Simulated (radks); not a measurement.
Question: All-electron atom: Nb18+ in [Ar] 3d5. Method: scalar-relativistic Kohn-Sham, PBE, spin-polarised, spherical densities, finite nucleus; open shells are filled with parallel spins first (spin-orbit coupling, left out, can overturn this in heavy ions); Fermi nuclear charge, rms radius 4.324 fm; computed with a radial shooting solver on a logarithmic mesh with Libxc functionals. Some entries of the table are withheld. Estimate them.

| orbital | occ. | eigenvalue (eV) | <r^2> (bohr^2) | r(max) (bohr) |
|---|---|---|---|---|
| 1s up | 1 | -19407.14 | 0.001758 | 0.02349 |
| 1s down | 1 | -19407.09 | 0.001757 | 0.02349 |
| 2s up | 1 | -3228.468 | 0.02926 | 0.1331 |
| 2s down | 1 | -3218.241 | 0.02915 | 0.1329 |
| 2p up | 3 | -2947.905 | 0.02303 | 0.1064 |
| 2p down | 3 | -2940.276 | 0.02291 | 0.1062 |
| 3s up | 1 | -964.4693 | 0.1987 | 0.3827 |
| 3s down | 1 | -951.5567 | 0.2007 | 0.3837 |
| 3p up | 3 | -872.7710 | (1) | 0.3732 |
| 3p down | 3 | -859.5614 | (2) | 0.3744 |
| 3d up | 5 | -732.0169 | 0.1697 | 0.3105 |
| 3d down | 0 | -716.5531 | 0.1731 | 0.3127 |
| 4s up | 0 | (3) | 0.8375 | 0.8447 |
| 4s down | 0 | (4) | 0.8475 | 0.8495 |
| 4p up | 0 | -404.8911 | 0.8826 | 0.8641 |
| 4p down | 0 | -400.6327 | 0.8946 | 0.8697 |

Answer: 
(1) 3p up <r^2> (bohr^2): 0.1968
(2) 3p down <r^2> (bohr^2): 0.1992
(3) 4s up eigenvalue (eV): -438.7300
(4) 4s down eigenvalue (eV): -434.4257
